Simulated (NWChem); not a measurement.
SiH4O3; SMILES [SiH](O)(O)O

```xyz
8

Si     0.0780    -0.0053     0.4813
O     -1.3474     0.1970    -0.3444
O      0.5815    -1.5225     0.0660
O      1.2549     1.0760     0.0748
H     -0.1230     0.1912     1.9353
H     -1.8668     0.9796    -0.1403
H     -0.1096    -2.1090    -0.2555
H      1.6778     0.9361    -0.7784
```
Atoms are numbered in this order, from 1.

Program: NWChem. Structure relaxed at the PBE0/def2-SVP level. Vzz is the largest principal value of the second derivative of the potential at the nucleus (NWChem prints the opposite sign); η is the asymmetry. Non-relativistic.

Question: Predict the results for PBE/cc-pVTZ. Quantities: Vzz O3 (a.u.); η O3; Vzz O4 (a.u.); η O4.

Answer: 
```
Item           Result
-------------  ------
Vzz O3 (a.u.)   1.356
η O3             0.51
Vzz O4 (a.u.)   1.350
η O4             0.49
```
